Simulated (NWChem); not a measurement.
System: GeNH$_{4}$F; SMILES [GeH2]([NH2])[F]

The following NWChem deck was run.

```
start job
memory heap 200 mb stack 900 mb global 1100 mb
geometry units angstroms noautosym nocenter noautoz
  Ge     0.291332    -0.083841    -0.023518
  N     -0.851245     1.331754    -0.113334
  F     -0.624563    -1.521121     0.389732
  H      1.301578     0.104722     1.131110
  H      0.907720    -0.374368    -1.411143
  H     -1.062232     1.726902    -1.020011
  H     -0.810186     2.033746     0.613484
end
basis spherical
  * library pcsseg-1
end
dft
  xc xpbe96 cpbe96
  iterations 150
end
property
  shielding 5 1 2 3 4 6
end
task dft property
```

Excerpt of the output:

```
             Northwest Computational Chemistry Package (NWChem) 7.3.0
             --------------------------------------------------------

                             Geometry "geometry" -> ""
                             -------------------------

 Output coordinates in angstroms (scale by  1.889725989 to convert to a.u.)

  No.       Tag          Charge          X              Y              Z
 ---- ---------------- ---------- -------------- -------------- --------------
    1 Ge                  32.0000     0.29133200    -0.08384100    -0.02351800
    2 N                    7.0000    -0.85124500     1.33175400    -0.11333400
    3 F                    9.0000    -0.62456300    -1.52112100     0.38973200
    4 H                    1.0000     1.30157800     0.10472200     1.13111000
    5 H                    1.0000     0.90772000    -0.37436800    -1.41114300
    6 H                    1.0000    -1.06223200     1.72690200    -1.02001100
    7 H                    1.0000    -0.81018600     2.03374600     0.61348400

 Effective nuclear repulsion energy (a.u.)     216.5437673680

  pbe96 is a nonlocal functional; adding pw91lda local functional.
                              NWChem Property Module
                              ----------------------

  itol2e modified to match energy
  convergence criterion.

                                 NWChem DFT Module
                                 -----------------

 Summary of "ao basis" -> "ao basis" (spherical)
 ------------------------------------------------------------------------------
       Tag                 Description            Shells   Functions and Types
 ---------------- ------------------------------  ------  ---------------------
 Ge                         pcsseg-1                15       41   5s7p3d
 N                          pcsseg-1                 7       17   3s3p1d
 F                          pcsseg-1                 7       17   3s3p1d
 H                          pcsseg-1                 3        5   2s1p

  itol2e modified to match energy
  convergence criterion.

            General Information
            -------------------
          SCF calculation type: DFT
          Wavefunction type:  closed shell.
          No. of atoms     :     7
          No. of electrons :    52
           Alpha electrons :    26
            Beta electrons :    26
          Charge           :     0
          Spin multiplicity:     1
          Use of symmetry is: off; symmetry adaption is: off
          Maximum number of iterations: 150
          AO basis - number of functions:    95
                     number of shells:    41
          Convergence on energy requested:  1.00D-07
          Convergence on density requested:  1.00D-05
          Convergence on gradient requested:  5.00D-04

              XC Information
              --------------
          PerdewBurkeErnzerhof Exchange Functional  1.000
            Perdew 1991 LDA Correlation Functional  1.000 local
           PerdewBurkeErnz. Correlation Functional  1.000 non-local

             Grid Information
             ----------------
          Grid used for XC integration:  fine
          Radial quadrature: Mura-Knowles
          Angular quadrature: Lebedev.
          Tag              B.-S. Rad. Rad. Pts. Rad. Cut. Ang. Pts.
          ---              ---------- --------- --------- ---------
          Ge                  1.25      140           9.0       974
          N                   0.65       70           9.0       590
          F                   0.50       70          10.0       590
          H                   0.35       60          11.0       590
          Grid pruning is: on
          Number of quadrature shells:   520
          Spatial weights used:  Erf1

      Superposition of Atomic Density Guess
      -------------------------------------

 Sum of atomic energies:       -2230.70572328

      Non-variational initial energy
      ------------------------------

 Total energy =   -2231.499863
 1-e energy   =   -3541.570172
 2-e energy   =    1093.526542
 HOMO         =      -0.358266
 LUMO         =       0.042487

   convergence    iter        energy       DeltaE   RMS-Dens  Diis-err
 ---------------- ----- ----------------- --------- --------- ---------
 d= 0,ls=0.0,diis     1  -2233.2403402523 -2.45D+03  1.79D-02  2.61D+00
 d= 0,ls=0.0,diis     2  -2232.9732936015  2.67D-01  1.52D-02  4.05D+00
 d= 0,ls=0.0,diis     3  -2233.2755984217 -3.02D-01  3.75D-03  9.11D-01
 d= 0,ls=0.0,diis     4  -2233.3390652578 -6.35D-02  1.54D-03  3.94D-02
 d= 0,ls=0.0,diis     5  -2233.3409150289 -1.85D-03  8.32D-04  1.77D-02
  Resetting Diis
 d= 0,ls=0.0,diis     6  -2233.3427374078 -1.82D-03  1.24D-04  1.15D-03
 d= 0,ls=0.0,diis     7  -2233.3428163286 -7.89D-05  1.12D-04  6.03D-05
 d= 0,ls=0.0,diis     8  -2233.3428049084  1.14D-05  6.92D-05  2.36D-04
 d= 0,ls=0.0,diis     9  -2233.3428204508 -1.55D-05  1.16D-05  4.15D-06
 d= 0,ls=0.0,diis    10  -2233.3428206862 -2.35D-07  2.90D-06  2.72D-07
 d= 0,ls=0.0,diis    11  -2233.3428207116 -2.54D-08  5.74D-07  9.45D-09

         Total DFT energy =    -2233.342820711634
      One electron energy =    -3542.869033704936
           Coulomb energy =     1190.458761864292
    Exchange-Corr. energy =      -97.476316239040
 Nuclear repulsion energy =      216.543767368050

 Numeric. integr. density =       51.999999937156

                       DFT Final Molecular Orbital Analysis
                       ------------------------------------

 Vector   24  Occ=2.000000D+00  E=-3.056716D-01
              MO Center= -4.6D-01, -9.9D-01,  2.6D-01, r^2= 2.0D+00
   Bfn.  Coefficient  Atom+Function         Bfn.  Coefficient  Atom+Function
  ----- ------------  ---------------      ----- ------------  ---------------
    65      0.380635  3 F  px                68      0.355396  3 F  px
    62      0.209036  3 F  px                66     -0.208085  3 F  py
    69     -0.192769  3 F  py                44      0.163674  2 N  s
    52     -0.147520  2 N  py                49     -0.141069  2 N  py
    76     -0.115248  4 H  s                 81     -0.115380  5 H  s

 Vector   25  Occ=2.000000D+00  E=-2.883917D-01
              MO Center=  1.9D-01, -7.5D-01,  1.2D-01, r^2= 2.7D+00
   Bfn.  Coefficient  Atom+Function         Bfn.  Coefficient  Atom+Function
  ----- ------------  ---------------      ----- ------------  ---------------
    67      0.342883  3 F  pz                70      0.327173  3 F  pz
    76     -0.274512  4 H  s                 81      0.274519  5 H  s
    64      0.188978  3 F  pz                23     -0.187646  1 Ge pz
    77     -0.181712  4 H  s                 82      0.181757  5 H  s
    30     -0.082549  1 Ge d  1              17      0.068369  1 Ge pz

 Vector   26  Occ=2.000000D+00  E=-2.293693D-01
              MO Center= -7.9D-01,  1.1D+00, -8.2D-02, r^2= 1.5D+00
   Bfn.  Coefficient  Atom+Function         Bfn.  Coefficient  Atom+Function
  ----- ------------  ---------------      ----- ------------  ---------------
    51      0.428762  2 N  px                48      0.372943  2 N  px
    45      0.192333  2 N  px                52      0.173071  2 N  py
    49      0.158239  2 N  py                44     -0.102909  2 N  s
    25      0.100650  1 Ge py                53     -0.098652  2 N  pz
    50     -0.087255  2 N  pz                66      0.087073  3 F  py

 Vector   27  Occ=0.000000D+00  E=-4.169531D-03
              MO Center= -4.3D-01,  6.8D-01, -5.7D-02, r^2= 4.6D+00
   Bfn.  Coefficient  Atom+Function         Bfn.  Coefficient  Atom+Function
  ----- ------------  ---------------      ----- ------------  ---------------
    44      0.888077  2 N  s                 87     -0.521025  6 H  s
    92     -0.521075  7 H  s                 24      0.474330  1 Ge px
     4     -0.378946  1 Ge s                  5     -0.333867  1 Ge s
     3      0.262084  1 Ge s                 61      0.253842  3 F  s
    43      0.219352  2 N  s                 25      0.177225  1 Ge py

 Vector   28  Occ=0.000000D+00  E= 3.655396D-03
              MO Center=  3.1D-01,  2.2D-01, -8.4D-02, r^2= 4.5D+00
   Bfn.  Coefficient  Atom+Function         Bfn.  Coefficient  Atom+Function
  ----- ------------  ---------------      ----- ------------  ---------------
    25      0.788639  1 Ge py                44     -0.608509  2 N  s
     5     -0.418787  1 Ge s                 77      0.365707  4 H  s
    82      0.366251  5 H  s                  4     -0.318097  1 Ge s
    87      0.311050  6 H  s                 92      0.310777  7 H  s
    61      0.281266  3 F  s                 22      0.228840  1 Ge py

 Vector   29  Occ=0.000000D+00  E= 1.187657D-02
              MO Center=  9.2D-01,  6.6D-02, -1.5D-01, r^2= 3.9D+00
   Bfn.  Coefficient  Atom+Function         Bfn.  Coefficient  Atom+Function
  ----- ------------  ---------------      ----- ------------  ---------------
     5      1.488703  1 Ge s                 77     -1.127095  4 H  s
    82     -1.127964  5 H  s                 24      0.782772  1 Ge px
     4      0.493801  1 Ge s                  3     -0.345897  1 Ge s
    25      0.313304  1 Ge py                51     -0.259341  2 N  px
    76     -0.205084  4 H  s                 81     -0.205224  5 H  s

     Multipole analysis of the density
     ---------------------------------

     L   x y z        total         alpha         beta         nuclear
     -   - - -        -----         -----         ----         -------
     0   0 0 0     -0.000000    -26.000000    -26.000000     52.000000

     1   1 0 0      0.464154      2.046477      2.046477     -3.628799
     1   0 1 0      1.111957      3.919427      3.919427     -6.726897
     1   0 0 1     -0.281480     -1.345548     -1.345548      2.409616

     2   2 0 0    -23.417095    -39.566089    -39.566089     55.715083
     2   1 1 0     -1.965317      5.895994      5.895994    -13.757304
     2   1 0 1      0.770395      2.093732      2.093732     -3.417069
     2   0 2 0    -21.909414    -83.685917    -83.685917    145.462421
     2   0 1 1      0.516370     11.321252     11.321252    -22.126135
     2   0 0 2    -21.074631    -21.540032    -21.540032     22.005434

          -----------------------------------------
          Chemical Shielding Tensors (GIAO, in ppm)
          -----------------------------------------

                                NWChem CPHF Module
                                ------------------

  scftype          =     RHF
  nclosed          =       26
  nopen            =        0
  variables        =     1794
  # of vectors     =        3
  tolerance        = 0.10D-03
  level shift      = 0.00D+00
  max iterations   =       50
  max subspace     =       30

 SCF residual:    3.3223216850539794E-005

Iterative solution of linear equations
  No. of variables     1794
  No. of equations        3
  Maximum subspace       30
        Iterations       50
       Convergence  1.0D-04

   iter   nsub   residual    time
   ----  ------  --------  ---------
     1      3    1.65D-05      22.1

      Atom:    1  Ge
        Diamagnetic
   2757.3322     -0.9272     -0.3064
     -0.9272   2760.5946     -1.0560
     -0.3064     -1.0560   2754.4847

        Paramagnetic
  -1445.1921     53.5468    -40.8894
     53.5468  -1418.3525    -50.7932
    -40.8894    -50.7932  -1628.0989

        Total Shielding Tensor
   1312.1401     52.6195    -41.1957
     52.6195   1342.2421    -51.8492
    -41.1957    -51.8492   1126.3858

           isotropic =    1260.2560
          anisotropy =     206.6976

          Principal Components and Axis System
                 1           2           3
             1398.0544   1272.4764   1110.2372

      1         0.5875      0.7951      0.1505
      2         0.7738     -0.6064      0.1830
      3        -0.2368     -0.0090      0.9715

      Atom:    2  N
        Diamagnetic
    311.6356    -13.1567      4.2205
    -13.1567    326.0901      1.4400
      4.2205      1.4400    322.0446

        Paramagnetic
    -83.7842     -7.0864     -6.1449
     -7.0864    -71.8527    -10.2116
     -6.1449    -10.2116   -129.0637

        Total Shielding Tensor
    227.8514    -20.2431     -1.9244
    -20.2431    254.2374     -8.7716
     -1.9244     -8.7716    192.9809

           isotropic =     225.0232
          anisotropy =      61.2357

          Principal Components and Axis System
                 1           2           3
              265.8470    218.1974    191.0253

      1        -0.4644      0.8726      0.1515
      2         0.8806      0.4369      0.1833
      3        -0.0937     -0.2186      0.9713

      Atom:    3  F
        Diamagnetic
    477.3485      9.6135     -2.9977
      9.6135    488.0971     -4.9585
     -2.9977     -4.9585    471.1213

        Paramagnetic
   -132.3283    -34.3556     -7.7295
    -34.3556   -111.3127    -15.9342
     -7.7295    -15.9342   -219.9054

        Total Shielding Tensor
    345.0202    -24.7421    -10.7272
    -24.7421    376.7844    -20.8928
    -10.7272    -20.8928    251.2159

           isotropic =     324.3402
          anisotropy =     100.8909

          Principal Components and Axis System
                 1           2           3
              391.6007    335.8028    245.6169

      1        -0.4492      0.8807      0.1504
      2         0.8881      0.4217      0.1831
      3        -0.0978     -0.2158      0.9715

      Atom:    4  H
        Diamagnetic
     30.5657      1.6813     11.5671
      1.6813     20.7167      1.7900
     11.5671      1.7900     31.3061

        Paramagnetic
     -2.7549     -0.1254     -3.0537
     -0.1254      0.4884     -1.0408
     -3.0537     -1.0408     -4.1718

        Total Shielding Tensor
     27.8107      1.5558      8.5133
      1.5558     21.2051      0.7493
      8.5133      0.7493     27.1343

           isotropic =      25.3834
          anisotropy =      16.1840

          Principal Components and Axis System
                 1           2           3
               36.1727     21.1549     18.8225

      1         0.7191      0.0864     -0.6896
      2         0.1091      0.9659      0.2348
      3         0.6863     -0.2441      0.6851

      Atom:    5  H
        Diamagnetic
     25.1123     -5.3621      5.2948
     -5.3621     30.2572     -7.6332
      5.2948     -7.6332     38.4750

        Paramagnetic
      0.7175      1.3650     -0.9388
      1.3650     -0.8687      1.2068
     -0.9388      1.2068     -4.0655

        Total Shielding Tensor
     25.8297     -3.9970      4.3560
     -3.9970     29.3885     -6.4264
      4.3560     -6.4264     34.4095

           isotropic =      29.8759
          anisotropy =      16.7670

          Principal Components and Axis System
                 1           2           3
               41.0539     25.3453     23.2284

      1         0.3596     -0.3740      0.8549
      2        -0.5417      0.6623      0.5176
      3         0.7597      0.6493     -0.0355
```

Level: PBE/pcSseg-1, GIAO. All runs use the structure optimised with B3LYP/6-31G* (spherical d). The output numbers the shielded atoms by their place in the input's list. The printed shielding anisotropy is the first printed principal value minus the mean of the other two.
